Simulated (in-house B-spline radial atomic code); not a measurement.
Values are calculated unless marked as measured or tabulated.
## Weak and strong correlation along the adiabatic connection

Two-electron singlets in several external potentials (atomic units), by full CI in B-splines with partial waves to l = 8 (correlation energies up to 0.6 % small). The repulsion is scaled by λ at fixed density; W(λ) is the mean repulsion less the Hartree energy, W(0) = E_x, and the area under W from 0 to 1 is E_xc.

One system gave this curve:

```
   λ  W (hartree)
   0     -0.36269
0.02     -0.36471
0.05     -0.36764
0.12     -0.37404
0.25     -0.38452
 0.4      -0.3947
 0.6      -0.4058
 0.8     -0.41475
   1      -0.4221
 1.4     -0.43344
   2     -0.44517
   3     -0.45747
 4.5      -0.4683
   7     -0.47836
  10     -0.48528
```

Question: Which system is it?
A. −Z exp(−kr)/r, Z = 3.7, k = 0.445
B. ω²r²/2, ω = 0.263
C. −Z exp(−kr)/r, Z = 8.79, k = 3.27
D. ω²r²/2 − Z/r, ω = 0.779, Z = 2

Answer: B. The exchange energy sets the size: ω²r²/2, ω = 0.263: E_x = -0.363, E_c = -0.0352; −Z exp(−kr)/r, Z = 8.79, k = 3.27: E_x = -4.72, E_c = -0.0463; −Z exp(−kr)/r, Z = 3.7, k = 0.445: E_x = -2.06, E_c = -0.044; ω²r²/2 − Z/r, ω = 0.779, Z = 2: E_x = -1.21, E_c = -0.0411 hartree.
